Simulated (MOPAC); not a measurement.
Job for MOPAC: AM1 on C2HNO2 (a complex), monomers drawn apart or pushed together.

```
AM1 1SCF PRECISE CHARGE=0 THREADS=1
C2HNO2

O     -1.16938969 1    -0.74682711 1    -0.35087163 1
C     -0.20303124 1    -0.12951649 1    -0.19348631 1
O      0.76828343 1     0.49074969 1    -0.04811055 1
C      0.72838976 1     0.53883434 1     4.33529402 1
N     -0.23855272 1    -0.07609898 1     4.36137920 1
H      1.62823642 1     1.11086014 1     4.30018193 1
```

It printed:

```
*******************************************************************************
 **                                                                           **
 **                              MOPAC v23.2.5                                **
 **                                                                           **
 *******************************************************************************
 ** MOPAC's Digital Object Identifier: https://doi.org/10.5281/zenodo.6511958 **
 **                                                                           **
 ** Please cite the open-source release paper for use of this MOPAC version:  **
 ** J. E. Moussa and J. J. P. Stewart (2026)                                  **
 ** MOPAC: An open-source semiempirical molecular orbital program             **
 ** J. Open Source Softw., 11(119), 8025, https://doi.org/10.21105/joss.08025 **
 *******************************************************************************

                              AM1 CALCULATION RESULTS

 *******************************************************************************
 *  AM1        - The AM1 Hamiltonian to be used
 *
 *
 *
 *                 CHARGE ON SYSTEM = 0
 *
 *
 *
 *  PRECISE    - TIGHTER CRITERIA TO BE USED
 *  1SCF       - DO 1 SCF AND THEN STOP
 *  THREADS=1  - MULTI-THREADING NOT USED
 *  T=         - A TIME OF 172800.0 SECONDS REQUESTED
 *  DUMP=N     - RESTART FILE WRITTEN EVERY 7200.0 SECONDS REQUESTED
 *******************************************************************************
AM1 1SCF PRECISE CHARGE=0 THREADS=1
 C2HNO2

   ATOM   CHEMICAL          X               Y               Z
  NUMBER   SYMBOL      (ANGSTROMS)     (ANGSTROMS)     (ANGSTROMS)

     1       O         -1.16938969  *  -0.74682711  *  -0.35087163  *
     2       C         -0.20303124  *  -0.12951649  *  -0.19348631  *
     3       O          0.76828343  *   0.49074969  *  -0.04811055  *
     4       C          0.72838976  *   0.53883434  *   4.33529402  *
     5       N         -0.23855272  *  -0.07609898  *   4.36137920  *
     6       H          1.62823642  *   1.11086014  *   4.30018193  *



          CARTESIAN COORDINATES

    NO.       ATOM           X           Y           Z

     1         O         -1.1694     -0.7468     -0.3509
     2         C         -0.2030     -0.1295     -0.1935
     3         O          0.7683      0.4907     -0.0481
     4         C          0.7284      0.5388      4.3353
     5         N         -0.2386     -0.0761      4.3614
     6         H          1.6282      1.1109      4.3002

  H: (AM1): M.J.S. DEWAR ET AL, J. AM. CHEM. SOC. 107 3902-3909 (1985)
  C: (AM1): M.J.S. DEWAR ET AL, J. AM. CHEM. SOC. 107 3902-3909 (1985)
  N: (AM1): M.J.S. DEWAR ET AL, J. AM. CHEM. SOC. 107 3902-3909 (1985)
  O: (AM1): M.J.S. DEWAR ET AL, J. AM. CHEM. SOC. 107 3902-3909 (1985)

           Empirical Formula: C2 H N O2  =     6 atoms



      MOLECULAR POINT GROUP   :   Cs


      RHF CALCULATION, NO. OF DOUBLY OCCUPIED LEVELS = 13


 -------------------------------------------------------------------------------
 AM1 1SCF PRECISE CHARGE=0 THREADS=1
 C2HNO2



     1SCF WAS SPECIFIED, SO BFGS WAS NOT USED
     SCF FIELD WAS ACHIEVED


                              AM1 CALCULATION
                                                       MOPAC v23.2.5 Linux




          FINAL HEAT OF FORMATION =        -45.94485 KCAL/MOL =    -192.23325 KJ/MOL


          COSMO AREA              =        122.33 SQUARE ANGSTROMS
          COSMO VOLUME            =         98.18 CUBIC ANGSTROMS

          IONIZATION POTENTIAL    =         13.292293 EV
          HOMO LUMO ENERGIES (EV) =        -13.292  1.171
          NO. OF FILLED LEVELS    =         13
          MOLECULAR WEIGHT        =         71.0354         POINT GROUP:  Cs

          MOLECULAR DIMENSIONS (Angstroms)

            Atom       Atom       Distance
            H     6    O     1     5.73672
            O     3    N     5     3.51655
            O     3    H     6     0.00024


          SCF CALCULATIONS        =          1





   ATOM   CHEMICAL          X               Y               Z
  NUMBER   SYMBOL      (ANGSTROMS)     (ANGSTROMS)     (ANGSTROMS)

     1       O         -1.16938969  *  -0.74682711  *  -0.35087163  *
     2       C         -0.20303124  *  -0.12951649  *  -0.19348631  *
     3       O          0.76828343  *   0.49074969  *  -0.04811055  *
     4       C          0.72838976  *   0.53883434  *   4.33529402  *
     5       N         -0.23855272  *  -0.07609898  *   4.36137920  *
     6       H          1.62823642  *   1.11086014  *   4.30018193  *

                             CARTESIAN COORDINATES

   1    O       -1.169389690    -0.746827110    -0.350871630
   2    C       -0.203031240    -0.129516490    -0.193486310
   3    O        0.768283430     0.490749690    -0.048110550
   4    C        0.728389760     0.538834340     4.335294020
   5    N       -0.238552720    -0.076098980     4.361379200
   6    H        1.628236420     1.110860140     4.300181930


           Empirical Formula: C2 H N O2  =     6 atoms



      MOLECULAR POINT GROUP   :   Cs


                  EIGENVALUES
 -42.03568 -40.51661 -36.99186 -22.65325 -21.37298 -18.79489 -18.79271 -18.01779
 -14.00032 -13.88524 -13.88402 -13.29300 -13.29229   1.17125   1.17329   1.75708
   1.76045   2.38556   3.05042   6.40625   6.64220


              NET ATOMIC CHARGES AND DIPOLE CONTRIBUTIONS

  ATOM NO.   TYPE          CHARGE      No. of ELECS.   s-Pop       p-Pop
    1          O          -0.197255        6.1973     1.90026     4.29699
    2          C           0.412083        3.5879     1.22177     2.36614
    3          O          -0.214829        6.2148     1.90121     4.31362
    4          C          -0.186304        4.1863     1.31670     2.86961
    5          N          -0.051204        5.0512     1.81586     3.23535
    6          H           0.237508        0.7625     0.76249
 DIPOLE           X         Y         Z       TOTAL
 POINT-CHG.     1.178     0.749    -0.047     1.396
 HYBRID         0.742     0.472    -0.010     0.879
 SUM            1.919     1.220    -0.058     2.275


          ATOMIC ORBITAL ELECTRON POPULATIONS

     Atom    s        px        py        pz
    1  O   1.90026   1.22648   1.46026   1.61025
    2  C   1.22177   0.83272   0.78292   0.75050
    3  O   1.90121   1.22634   1.46538   1.62190
    4  C   1.31670   0.96670   0.95545   0.94746
    5  N   1.81586   1.10799   1.07474   1.05261
    6  H   0.76249

 **********************
 *                    *
 * JOB ENDED NORMALLY *
 *                    *
 **********************




 == MOPAC DONE ==
```

The run finished.

Cost: around 0.020 core-seconds (rough).
